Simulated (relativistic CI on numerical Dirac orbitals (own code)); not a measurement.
# Line list: Electric-dipole lines, Ir⁵⁺

Method of calculation: Dirac-Coulomb-Breit CI, KLI orbitals optimised for each configuration, QED by a radiative potential, valence Slater integrals scaled by 0.85, P86 correlation energy added to each configuration (own radial code, finite nucleus).

Configurations in the expansion (outside the closed core [Kr] 4d10 4f14 5s2): 5p6 5d4, 5p6 5d3 6s, 5p6 5d3 5f, 5p6 5d3 6p, 5p6 5d3 5g, 5p5 5d5, 5p6 5d3 6d, 5p6 5d2 6s 6p, 5p6 5d3 7s, 5p6 5d3 7p, 5p6 5d3 6f, 5p6 5d3 7d, 5p6 5d2 6s2, 5p6 5d 5f 6s2, 5p6 5d 6s2 6p, 5p6 5d 5g 6s2, 5p6 5d 6s2 6d, 5p6 5d2 6p2, 5p6 5d 6s 6p2, 5p6 5d 5f 6p2, 5p6 5d 6p3, 5p6 5d 5g 6p2, 5p6 5d 6p2 6d. Double excitations out of closed p, d and f shells are left out; levels of such configurations are missing from the list, as are those of other unlisted configurations, and high levels can miss mixing partners.

| λ vac (nm) | Lower | Upper | A (s⁻¹) | gf | Branching (%) |
| --- | --- | --- | --- | --- | --- |
| 47.120 | 5p6 5d4 5D_4 [5] | 5p6 5d3 6p 3F°_3 [106] | 2.32e+09 | 5.40e-01 | 28.4 |
| 47.424 | 5p6 5d4 1I_6 [21] | 5p6 5d3 6p 3H°_6 [160] | 3.75e+09 | 1.64e+00 | 52.5 |
| 47.854 | 5p6 5d4 3H_6 [12] | 5p6 5d3 6p 3H°_6 [132] | 3.13e+09 | 1.40e+00 | 49.7 |
| 48.038 | 5p6 5d4 3G_5 [19] | 5p6 5d3 6p 3F°_4 [151] | 8.30e+09 | 2.58e+00 | 71.4 |
| 48.542 | 5p6 5d4 3H_5 [11] | 5p6 5d3 6p 3F°_4 [122] | 4.41e+09 | 1.40e+00 | 45.6 |
| 48.673 | 5p6 5d4 3F_4 [15] | 5p6 5d3 6p 3G°_3 [133] | 4.19e+09 | 1.04e+00 | 37.5 |
| 48.777 | 5p6 5d4 5D_2 [3] | 5p6 5d3 6p 5F°_2 [88] | 3.88e+09 | 6.92e-01 | 41.6 |
| 48.792 | 5p6 5d4 1I_6 [21] | 5p6 5d3 6p 1H°_5 [149] | 7.74e+09 | 3.04e+00 | 64.9 |
| 48.795 | 5p6 5d4 5D_3 [4] | 5p6 5d3 6p 5P°_2 [91] | 3.70e+09 | 6.60e-01 | 44.5 |
| 48.962 | 5p6 5d4 5D_4 [5] | 5p6 5d3 6p 3D°_3 [93] | 2.38e+09 | 5.98e-01 | 30.2 |
| 48.996 | 5p6 5d4 5D_3 [4] | 5p6 5d3 6p 3F°_3 [90] | 2.45e+09 | 6.18e-01 | 35.7 |
| 49.077 | 5p6 5d4 5D_2 [3] | 5p6 5d3 6p 5D°_1 [86] | 7.12e+09 | 7.72e-01 | 66.1 |
| 49.217 | 5p6 5d4 3G_4 [13] | 5p6 5d3 6p 3F°_3 [127] | 5.32e+09 | 1.35e+00 | 43.3 |
| 49.242 | 5p6 5d4 3H_6 [12] | 5p6 5d3 6p 3H°_5 [121] | 5.16e+09 | 2.06e+00 | 53.7 |
| 49.291 | 5p6 5d4 3H_6 [12] | 5p6 5d3 6p 3G°_5 [120] | 7.38e+09 | 2.96e+00 | 67.1 |
| 49.518 | 5p6 5d4 3F_4 [15] | 5p6 5d3 6p 5D°_4 [128] | 2.96e+09 | 9.78e-01 | 41.0 |
| 49.680 | 5p6 5d4 1I_6 [21] | 5p6 5d3 6p 3H°_6 [143] | 2.62e+09 | 1.26e+00 | 40.7 |
| 49.813 | 5p6 5d4 3H_5 [11] | 5p6 5d3 6p 3G°_4 [112] | 3.18e+09 | 1.07e+00 | 31.8 |
| 49.980 | 5p6 5d4 3H_4 [7] | 5p6 5d3 6p 3G°_3 [100] | 3.44e+09 | 9.02e-01 | 32.7 |
| 50.063 | 5p6 5d4 3F_3 [16] | 5p6 5d3 6p 3D°_2 [125] | 5.95e+09 | 1.12e+00 | 52.6 |
| 50.107 | 5p6 5d4 3G_5 [19] | 5p6 5d3 6p 3G°_5 [134] | 4.34e+09 | 1.80e+00 | 37.1 |
| 50.146 | 5p6 5d4 3H_5 [11] | 5p6 5d3 6p 3H°_5 [108] | 3.42e+09 | 1.42e+00 | 44.5 |
| 50.259 | 5p6 5d4 3H_4 [7] | 5p6 5d3 6p 3H°_4 [97] | 3.29e+09 | 1.12e+00 | 38.1 |
| 50.584 | 5p6 5d4 3G_3 [8] | 5p6 5d3 6p 3F°_2 [102] | 4.59e+09 | 8.80e-01 | 42.0 |
| 50.632 | 5p6 5d4 1I_6 [21] | 5p6 5d3 6p 3G°_5 [134] | 4.28e+09 | 1.81e+00 | 36.6 |
| 50.709 | 5p6 5d4 3H_6 [12] | 5p6 5d3 6p 5G°_6 [109] | 2.79e+09 | 1.40e+00 | 51.9 |
| 50.720 | 5p6 5d4 5D_3 [4] | 5p6 5d3 6p 5D°_4 [83] | 1.84e+09 | 6.39e-01 | 21.9 |
| 50.947 | 5p6 5d4 3H_4 [7] | 5p6 5d3 6p 5F°_4 [94] | 2.62e+09 | 9.18e-01 | 36.6 |
| 50.972 | 5p6 5d4 5D_2 [3] | 5p6 5d3 6p 5F°_3 [79] | 3.39e+09 | 9.23e-01 | 49.0 |
| 51.250 | 5p6 5d4 5D_4 [5] | 5p6 5d3 6p 5D°_4 [83] | 4.42e+09 | 1.57e+00 | 52.8 |
| 51.696 | 5p6 5d4 5D_1 [2] | 5p6 5d3 6p 3D°_2 [76] | 2.70e+09 | 5.41e-01 | 57.1 |
| 51.905 | 5p6 5d4 5D_0 [1] | 5p6 5d3 6p 3D°_1 [74] | 3.70e+09 | 4.48e-01 | 62.6 |
| 79.494 | 5p6 5d3 6p 5G°_2 [72] | 5p6 5d3 6d 5H_3 [195] | 7.33e+09 | 4.86e+00 | 90.2 |
| 100.76 | 5p6 5d3 6s 3F_4 [63] | 5p6 5d3 6p 3G°_5 [166] | 2.34e+09 | 3.92e+00 | 37.6 |
| 101.11 | 5p6 5d3 6s 5F_5 [40] | 5p6 5d3 6p 5G°_6 [109] | 1.62e+09 | 3.22e+00 | 30.1 |
| 101.48 | 5p6 5d3 6s 5F_4 [38] | 5p6 5d3 6p 5G°_5 [101] | 2.13e+09 | 3.62e+00 | 47.3 |
| 101.56 | 5p6 5d3 6s 3D_3 [71] | 5p6 5d3 6p 3F°_4 [183] | 2.83e+09 | 3.94e+00 | 44.8 |
| 101.79 | 5p6 5d3 6s 3H_5 [48] | 5p6 5d3 6p 3H°_6 [132] | 2.78e+09 | 5.61e+00 | 44.1 |
| 101.82 | 5p6 5d3 6s 3H_6 [54] | 5p6 5d3 6p 3I°_7 [147] | 3.04e+09 | 7.09e+00 | 86.1 |
| 103.60 | 5p6 5d3 6s 3D_3 [58] | 5p6 5d3 6p 3F°_4 [151] | 2.22e+09 | 3.21e+00 | 19.1 |
| 103.75 | 5p6 5d3 6s 1H_5 [60] | 5p6 5d3 6p 3H°_6 [160] | 2.42e+09 | 5.07e+00 | 33.9 |
| 103.90 | 5p6 5d3 6s 3G_4 [49] | 5p6 5d3 6p 3H°_5 [130] | 1.40e+09 | 2.50e+00 | 19.7 |
| 104.31 | 5p6 5d3 6s 5F_5 [40] | 5p6 5d3 6p 3H°_6 [103] | 1.39e+09 | 2.94e+00 | 40.0 |
| 108.70 | 5p6 5d3 6s 3H_5 [57] | 5p6 5d3 6p 3H°_6 [143] | 1.63e+09 | 3.76e+00 | 25.3 |
| 124.18 | 5p6 5d3 6s 5F_5 [40] | 5p6 5d3 6p 5D°_4 [83] | 1.08e+09 | 2.25e+00 | 12.9 |

Terms are leading LS components. Brackets give the number of a level in order of energy, since labels repeat. The list gives strong lines, with weight on those to low levels, without lines whose two gauges differ by over a factor of 2.5, among the lowest 200 of 2702 levels, so that lines to higher ones, which can be the strongest, are missing. Levels whose partners in the same complex of configurations lie outside the list can be far off, and so can their lines. Rates are taken at the computed energies, electric ones in the length gauge.

At this charge configurations can still be misplaced by up to about 7 % of their energy. Levels and lines within the n = 5 or 6 shells can be off by up to 10 % or somewhat more, and those that change n by about 2 %, since core polarisation is missing.

LS names give the leading component of a level, which can be under half, so a name can repeat, a term be missing and a line seem to break the LS rules.
